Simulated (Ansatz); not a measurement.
The free W atom, lowest solution found in each spin (singlets restricted, other states unrestricted); no spin–orbit coupling, and no relativity up to Kr.

Correlated levels freeze the inner cores; with def2 sets outer-core shells near the valence are correlated too. CBS(a, b) extrapolates the correlation energy as X⁻³ and adds the Hartree–Fock energy of set b.

Run with Ansatz (Gaussian orbitals). Values without a source in brackets are computed. In def2 rows elements past Kr take small-core potentials, without spin–orbit coupling.

```csv
level,energy of multiplicity 7 less that of multiplicity 5 (kcal/mol)
SVWN5/def2-TZVPP,-11.56
B97M-V/def2-TZVPP,-15.95
CAM-B3LYP/def2-TZVPP,-1.21
wB97X-V/def2-TZVPP,-1.67
B2PLYP/def2-TZVPP,-3.35
CCSD/def2-TZVPP,-10.19
CCSD/def2-QZVPP,-9.17
CCSD(T)/def2-TZVPP,(withheld)
"CCSD(T)/CBS(def2-TZVPP, def2-QZVPP)",(withheld)
```

Question: What belongs in the gaps?

Answer: 
- CCSD(T)/def2-TZVPP, energy of multiplicity 7 less that of multiplicity 5 (kcal/mol): -7.78
- CCSD(T)/CBS(def2-TZVPP, def2-QZVPP), energy of multiplicity 7 less that of multiplicity 5 (kcal/mol): -5.73

Doubts at one or more of the structures used: a spin-contaminated determinant (SVWN5/def2-TZVPP, B97M-V/def2-TZVPP, B2PLYP/def2-TZVPP, CCSD/def2-TZVPP, CCSD/def2-QZVPP, CCSD(T)/def2-TZVPP, CCSD(T)/CBS(def2-TZVPP, def2-QZVPP)).

Ansatz is a program for electronic structure.
